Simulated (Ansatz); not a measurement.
In₁₂P₁₂H₃₀, a nanocrystal cut from wurtzite InP (hydrogen-capped), relaxed as a singlet with RKS PBE-D4/def2-SVP in Ansatz, starting from the GFN2-xTB geometry. Force threshold 0.03 eV/Å.

In the def2 sets In takes a core potential; there is no spin–orbit coupling. Single mean-field runs in def2-SVP are fitted with def2-universal-jkfit.

Start:

```xyz
54

In    4.185    2.608    0.652
P     3.787    3.187   -1.898
In    2.583    0.623    3.363
P     0.228    1.181    4.488
P     2.119    1.124    0.914
In   -0.117    2.399    0.685
In    1.771    2.305   -3.335
P    -0.331    2.880   -1.908
In   -2.159    0.293    3.692
P    -2.106    0.834    1.209
In   -4.374    2.015    1.244
In   -2.510    2.007   -3.038
P    -4.411    2.616   -1.330
P     2.401   -2.037    3.414
In    2.218   -1.057   -0.469
P     1.801   -0.272   -2.960
In    0.409   -3.510    2.421
P    -1.609   -2.316    3.691
P     0.184   -2.558    0.076
In   -2.089   -1.354   -0.168
In   -0.188   -1.428   -4.183
P    -2.129   -0.545   -2.686
In    0.253   -4.856   -1.044
P     0.030   -3.962   -3.522
H     3.915    4.013    1.571
H     5.548    1.597    0.769
H     3.816    4.559   -2.110
H     4.921    2.927   -2.656
H     4.000    1.354    4.053
H     0.103    2.489    4.008
H     0.296    1.561    5.827
H    -0.142    3.811    1.705
H     1.761    2.847   -4.979
H    -0.432    4.273   -1.983
H    -3.554    0.829    4.578
H    -4.178    3.455    2.129
H    -5.554    0.826    1.541
H    -2.801    2.533   -4.662
H    -4.648    3.971   -1.518
H    -5.594    2.206   -1.930
H     3.143   -2.656    4.416
H     3.336   -2.300    2.408
H     3.715   -1.906   -0.199
H     2.937   -0.713   -3.645
H     0.539   -5.240    2.551
H    -2.109   -3.019    4.785
H    -2.632   -2.717    2.826
H    -3.405   -2.397    0.294
H    -0.325   -1.130   -5.884
H    -3.277   -1.146   -3.212
H     1.825   -5.472   -0.832
H    -1.187   -5.660   -0.631
H     1.036   -4.468   -4.334
H    -0.998   -4.606   -4.198
```

| step | energy (eV) | largest force component (eV/Å) | SCF passes |
| --- | --- | --- | --- |
| 1 | -173967.8154 | 0.995 | 19 |
| 2 | -173968.3665 | 0.370 | 20 |
| 3 | -173968.5231 | 0.064 | 20 |
| 4 | -173968.5484 | 0.034 | 19 |
| 5 | -173968.5486 | 0.218 | 19 |
| 6 | -173968.5486 | 0.175 | 20 |
| 7 | -173968.5645 | 0.011 | 21 |

Force components are those of the run's own axes.

End:

Cartesian coordinates in Å:
```
In 4.1916 2.6508 0.5329
P 3.7291 3.1972 -2.0451
In 2.5302 0.5892 3.3543
P 0.2369 1.1241 4.5356
P 2.1106 1.1194 0.9125
In -0.1145 2.4081 0.7433
In 1.6813 2.2468 -3.3399
P -0.3241 2.8573 -1.8331
In -2.1022 0.2697 3.6754
P -2.0982 0.8292 1.2043
In -4.4015 2.0576 1.1280
In -2.4148 1.9635 -3.0561
P -4.3754 2.6389 -1.4836
P 2.3699 -2.0374 3.4823
In 2.2403 -1.0827 -0.4197
P 1.8000 -0.2913 -2.8821
In 0.4070 -3.4496 2.4365
P -1.5681 -2.3089 3.7553
P 0.1813 -2.5498 0.0787
In -2.1076 -1.3826 -0.1178
In -0.1966 -1.3245 -4.1516
P -2.1222 -0.5624 -2.6100
In 0.2490 -4.8424 -1.1701
P 0.0160 -3.8696 -3.6517
H 3.9367 4.1679 1.3482
H 5.6268 1.6654 0.5145
H 3.7157 4.6096 -2.2813
H 4.8725 2.8951 -2.8527
H 3.8684 1.1783 4.2963
H 0.1372 2.5515 4.5157
H 0.3461 0.9675 5.9560
H -0.1525 3.8892 1.6675
H 1.5786 2.7326 -5.0068
H -0.4325 4.2806 -1.9765
H -3.3662 0.6789 4.7979
H -4.2482 3.6025 1.9159
H -5.6769 0.8845 1.2959
H -2.6089 2.4427 -4.7169
H -4.5859 4.0380 -1.7055
H -5.5672 2.1775 -2.1297
H 2.6890 -2.5044 4.7992
H 3.5518 -2.5102 2.8287
H 3.7656 -1.9191 -0.2678
H 2.9396 -0.7180 -3.6420
H 0.5522 -5.1295 2.8629
H -1.6367 -2.8026 5.0990
H -2.7527 -2.9449 3.2655
H -3.4686 -2.4183 0.2346
H -0.3418 -0.9182 -5.8365
H -3.2861 -1.1478 -3.2104
H 1.8685 -5.4781 -1.1056
H -1.2502 -5.6834 -0.8944
H 1.0719 -4.3429 -4.4954
H -1.0639 -4.4947 -4.3546
```

By distances, no bond broke or formed. The bond that changes most is In1–P5, from 2.56 to 2.61 Å (atoms count from 1).

No frequencies were taken in this run, so the end may be a saddle point.

Hardware: 4 threads of AMD EPYC 7R13 on a shared host and a share (37 GiB) of an NVIDIA H100 80GB HBM3. Wall time 40 s, peak host memory 1.4 GiB.
